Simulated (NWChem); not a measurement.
Species: HSF₂ cation; SMILES F[SH+]F

```xyz
4

F     -0.4891    -0.0220    -1.2029
S      0.4827    -0.0317     0.0000
F     -0.4891    -0.0220     1.2029
H      0.7424     1.3230     0.0000
```
Atoms are numbered in this order, from 1.

Program: NWChem. The geometry was optimised at PBE0/def2-SVP. GIAO values for the isolated, static molecule; σ is the absolute isotropic shielding, δ = σ(reference) − σ with the isolated reference molecule computed at the same levels (19F: trichlorofluoromethane, 1H: tetramethylsilane).

| level | δ F1 (ppm) | σ S2 (ppm) | δ H4 (ppm) | relative time |
|---|---|---|---|---|
| LDA (Slater exchange, VWN5)/pcSseg-1 | -81.8 | -212.1 | 12.13 | 1 |
| BHandHLYP/pcSseg-1 | -69.0 | -103.5 | 11.59 | 2 |
| PBE0/pcSseg-2 | -69.4 | -144.2 | 11.22 | 10 |

Times are rough ratios from one shared machine.
